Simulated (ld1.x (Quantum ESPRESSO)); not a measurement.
# Transferability test, ultrasoft potential for S (Z = 16)

- Element: sulfur (S)
- Generator: ld1.x (Quantum ESPRESSO) 7.5
- Type: ultrasoft
- Functional: PBE
- Relativity: scalar-relativistic
- Frozen core: [Ne]
- Valence charge: 6
- Reference configuration: 3s2 3p3.5 (charge +0.5)
- Partial waves: 3s (bound): rcut 1.10, rcutus 1.30 bohr; 3s channel at -0.85 Ry: rcut 1.10, rcutus 1.30 bohr; 3p (bound): rcut 1.00, rcutus 1.25 bohr; 3p channel at 1.35 Ry: rcut 1.00, rcutus 1.25 bohr
- Local potential: all-electron potential smoothed inside 1.10 bohr (lloc = -2)
- Core correction: a·sin(br)/r model core inside 0.90 bohr
- Augmentation charge: PSQ, inside the norm-conserving radii

Energies are relative to the spin-unpolarised reference configuration 3s2 3p3.5; without spin polarisation the order of configurations can differ from experiment. The frozen-core shift is the all-electron ΔE with the core orbitals held at their reference shape minus the fully relaxed ΔE.

Give the all-electron excitation energy and the error of the potential for: 3s2 3p4; 3s2 3p3; 3s2 3p2; 3s2 3p1; 3s1 3p4; 3s1 3p5; 3s2 3p0.

```json
{"valence configuration": "3s2 3p4", "charge": "0", "ΔE all-electron (eV)": "-4.660", "error AE − PS (meV)": "+0.4", "frozen-core shift (meV)": "0.0"}
{"valence configuration": "3s2 3p3", "charge": "+1", "ΔE all-electron (eV)": "7.109", "error AE − PS (meV)": "-0.3", "frozen-core shift (meV)": "+0.5"}
{"valence configuration": "3s2 3p2", "charge": "+2", "ΔE all-electron (eV)": "29.393", "error AE − PS (meV)": "+1.2", "frozen-core shift (meV)": "+6.8"}
{"valence configuration": "3s2 3p1", "charge": "+3", "ΔE all-electron (eV)": "63.434", "error AE − PS (meV)": "+10", "frozen-core shift (meV)": "+31"}
{"valence configuration": "3s1 3p4", "charge": "+1", "ΔE all-electron (eV)": "17.988", "error AE − PS (meV)": "-1.0", "frozen-core shift (meV)": "+1.3"}
{"valence configuration": "3s1 3p5", "charge": "0", "ΔE all-electron (eV)": "5.651", "error AE − PS (meV)": "+0.5", "frozen-core shift (meV)": "0.0"}
{"valence configuration": "3s2 3p0", "charge": "+4", "ΔE all-electron (eV)": "110.231", "error AE − PS (meV)": "+37", "frozen-core shift (meV)": "+98"}
```
